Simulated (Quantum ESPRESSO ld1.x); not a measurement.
Values are calculated unless marked as measured or tabulated.
Problem. Ag2+, 45 electrons, occupied as [Kr] 4d7 5s1.5 5p0.5 (fractional occupations, a model configuration). Level of theory: Dirac Kohn-Sham, PBEsol, spin-unpolarised, spherical densities, point nucleus; open shells fill j = l - 1/2 first (ld1.x of Quantum ESPRESSO 7.5).

Spin-orbit splittings of the eigenvalues, e(l+1/2) - e(l-1/2), with zeta = 2 splitting/(2l+1) and mean radii in bohr:

shell  occ.  splitting (eV)  zeta (eV)  <r> j=l-1/2  <r> j=l+1/2
2p        6               ?          ?       0.1141       0.1192
3p        6           30.93      20.62       0.3601       0.3710
3d       10           6.234      2.494       0.3437       0.3472
4p        6           5.321      3.547       0.9608       0.9895
4d        7          0.6976     0.2791        1.223        1.237
5p      0.5          0.5838     0.3892        2.765        2.839

Estimate the 2p splitting.

Solution. 175.2 eV (zeta = 116.8 eV).
